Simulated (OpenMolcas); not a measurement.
# Pt2+ in KZnF3: curves along the breathing mode

Pt2+ with its 6 nearest fluoride ions, on the Zn site of KZnF3 (a = 4.054 Å, distance in the model lattice 2.027 Å). The rest of the host is ab initio model potentials to 7.6 Å, with orthogonalisation functions on the cations behind the ligands, and point charges beyond; the distance is set by hand and nothing relaxes. Ligand basis ANO-RCC-VDZP.

```
Program             : OpenMolcas 26.06
Method              : CASSCF
Basis               : ANO-RCC-VDZP [7s6p4d2f]
Scalar Hamiltonian  : DKH2, point nucleus
Active space        : 8 electrons in 5 orbitals (5d)
State averaging     : 2S+1 = 3 even, 10 roots; 2S+1 = 1 even, 15 roots
Spin-orbit coupling : state interaction with AMFI integrals over the reference wave functions
```

Spin-free energies (labels of O, the rotations of Oh) in cm-1 above the lowest fitted minimum, as all ligands move together:

```csv
R (Å),3A2,1E,3T2,1A1,3T1,1T2,1T1
1.944,26030,38360,54020,48870,62350,65860,69230
1.989,14310,26720,39290,37080,47510,51220,54620
2.035,6200,18650,28440,28840,36520,40460,43890
2.081,1550,14020,21370,24010,29260,33440,36910
2.127,10,12500,17690,22270,25360,29810,33330
2.173,1380,13890,17190,23420,24600,29340,32910
2.218,5470,17980,19640,27260,26770,31810,35440
```

Cubic fits give the following; the wavenumber is harmonic, with the mass of all moving ligands, small differences in it between states hang on the degree of the fit, a number in brackets counts states of one label, and the table is a selection of at most 14 states with clean curves.

```csv
State,R0 (Å),Breathing mode (cm-1),Minimum (cm-1)
3A2,2.127,641,0
1E,2.126,640,12500
3T2,2.156,647,17060
1A1,2.130,637,22250
3T1,2.161,640,24550
1T2,2.156,646,29200
1T1,2.155,647,32750
3T1(2),2.179,658,37500
1E(2),2.182,651,46850
1T2(2),2.182,651,47100
1A1(2),2.177,655,66740
```

The minimum of 3T2 is shifted by +0.0298 Å against 3A2 (from the unrounded fits). With M = 114.0 u for the moving shell, the Huang-Rhys factor in this mode is S = M ω ΔR² / 2ħ = 0.01483 × 114.0 × 641 × 0.0298² = 0.96. Only the first shell moves, against a rigid host.

Without dynamic correlation the repulsion within the d shell is too large (B by tens of per cent), so at a given field states of lower spin stand too high. Real 4d8 and 5d8 ions are as a rule square planar and diamagnetic. With metal d orbitals alone the field can be off either way by tens of per cent. Ligand-to-metal charge-transfer states are missing. With no ligand orbital active B as a rule stays too high, so bands that hang on it stand too high and its fall with covalency is understated. The least metal-like active orbital is 82 % on the metal (Löwdin) and no ligand orbital is active, so the numbers are rough (holds for R = 1.944). The least metal-like active orbital is 83 % on the metal (Löwdin) and no ligand orbital is active, so the numbers are rough (holds for R = 1.989). The least metal-like active orbital is 84 % on the metal (Löwdin) and no ligand orbital is active, so the numbers are rough (holds for R = 2.035). No measured value stands beside these numbers.
